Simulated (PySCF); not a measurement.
C5H12OP2.
Z-matrix (Å and degrees, PBE0-D3(BJ)/def2-SVP geometry), rows numbered from 1:
```
O 
C   1  1.4019
P   2  1.8684  1  111.17
C   3  1.8557  2   97.86  1   -70.32
P   4  1.8653  3  111.66  2   176.26
C   3  1.8239  2  100.12  1  -173.63
C   6  1.5087  3  118.68  2   -95.92
C   7  1.4912  6   60.30  3  -108.18
H   1  0.9643  2  107.74  3   -58.00
H   2  1.1087  1  113.16  3   121.52
H   2  1.1028  1  107.12  3  -120.66
H   4  1.1037  3  110.08  2   -63.59
H   4  1.1011  3  106.10  2    52.99
H   5  1.4304  4   97.43  3  -164.79
H   5  1.4290  4   96.91  3   -70.44
H   6  1.0979  3  116.00  2    50.02
H   7  1.0942  6  117.65  8   107.97
H   7  1.0931  6  117.45  8  -109.20
H   8  1.0928  6  117.20  7   109.36
H   8  1.0936  6  117.63  7  -108.52
```

Level: PBE0/pcSseg-1 and B3LYP/def2-SVPD in PySCF, non-relativistic, on one gas-phase PBE0-D3(BJ)/def2-SVP geometry that isn't relaxed in the solvent. The solvent is an IEF-PCM continuum (Bondi radii, 1.10 Å for H, scaled by 1.2). The model holds no explicit solvent molecules, cavitation or dispersion.

Gas phase at PBE0/pcSseg-1: HOMO -6.76 eV, LUMO 0.36 eV, dipole 1.11 D.

Task: What does the continuum do to the energy, the frontier levels and the dipole at PBE0/pcSseg-1 in benzene and dichloromethane?

Result: 
```
        solvent      ε  E(solvent) − E(gas) (kJ/mol)  polarisation term (kJ/mol)  distortion of the solute (kJ/mol)  HOMO (eV)  LUMO (eV)  dipole (D)
        benzene  2.271                        -13.02                      -13.63                               0.61      -6.72       0.44        1.24
dichloromethane   8.93                        -25.21                      -27.66                               2.45      -6.71       0.47        1.40
```

The polarisation term is half the interaction of the solute with the surface charges that it induces; the rest is the cost of distorting the solute's density. The sum is the electrostatic part of solvation alone. From benzene to dichloromethane the lowering changes by a factor 1.94, Onsager's factor (ε − 1)/(2ε + 1) by 1.83 and ε itself by 3.9.

Task: Which radius a makes the point-dipole formula ΔE = −[(ε − 1)/(2ε + 1)]·μ²/a³ give the value in dichloromethane, with the gas-phase dipole?

Result: μ = 0.436 au and |ΔE| = 0.00960 Eh give a = 1.07 Å; the farthest nucleus lies 4.00 Å from the centroid of the nuclei, so such a sphere wouldn't even hold the nuclei. The formula assumes a rigid point dipole at the centre of a sphere.

Task: Which ESP-fitted charges (PBE0/pcSseg-1) respond most in benzene (means over atoms taken as equivalent)?

Result: 
```csv
atoms,environment,gas (e),solvent (e),change
P5,phosphine phosphorus,-0.294,-0.324,-0.030
O1,alcohol oxygen,-0.563,-0.592,-0.029
P3,phosphine phosphorus,-0.266,-0.290,-0.024
H9,hydroxyl hydrogen,+0.414,+0.433,+0.019
C2,carbinol carbon (C–OH),+0.069,+0.080,+0.011
H14/H15,P–H hydrogen,+0.109,+0.119,+0.010
```

Gas phase at B3LYP/def2-SVPD: HOMO -6.56 eV, LUMO -0.07 eV, dipole 1.24 D.

Task: What does the continuum do to the energy, the frontier levels and the dipole at B3LYP/def2-SVPD in benzene?

Result: 
```tsv
solvent	ε	E(solvent) − E(gas) (kJ/mol)	polarisation term (kJ/mol)	distortion of the solute (kJ/mol)	HOMO (eV)	LUMO (eV)	dipole (D)
benzene	2.271	-11.89	-12.62	0.73	-6.50	0.04	1.39
```

Task: How does the static polarisability (B3LYP/def2-SVPD, frozen core, with the continuum's full static response) change?

Result: 
```
 medium  isotropic (au)  principal values (au)  ⟨r²⟩ of the electrons (bohr²)
    gas           118.5     97.7, 125.2, 132.5                         1723.7
benzene           137.8    115.1, 145.3, 153.1                         1723.9
```

The isotropic value in benzene is 1.16 times the gas-phase one; no cavity-field correction is applied. ⟨r²⟩ is taken about the centre of nuclear charge.
